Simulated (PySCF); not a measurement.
## How methods differ on the excitation energy of Tl

Tl [Xe] 4f14 5d10 6s2 6p1 (2P) → Tl [Xe] 4f14 5d10 6s1 6p2 (4P), as a difference of total energies. Calculation: PySCF 2.14, in aug-cc-pVQZ-PP with one added diffuse shell each of s, p, d, f, g type with ECP60MDF (8s8p6d4f3g, 117 functions); scalar relativity through the core potential. Correlated levels: valence: 5s2 5p6 5d10 frozen. The calculations carry no spin-orbit coupling.

| method | excitation energy (eV) |
| --- | --- |
| UHF | 4.301 |
| LDA | 6.478 |
| PBE | 6.216 |
| r2SCAN | 5.864 |
| revPBE | 6.137 |
| B97-3 | 6.177 |
| MP2 (valence) | 4.878 |
| SCS-MP2 (valence) | 5.103 |

Question: Estimate what wB97X-V gives.

Answer: 5.919 eV, closest to r2SCAN among the rows shown.

Question: Estimate what PBE0 gives.

Answer: 5.862 eV, closest to r2SCAN among the rows shown.

Spin-orbit coupling is strong in these open shells (close to jj coupling). The scalar numbers leave it out and a first-order estimate fails, so it can dominate the gap to the real levels.
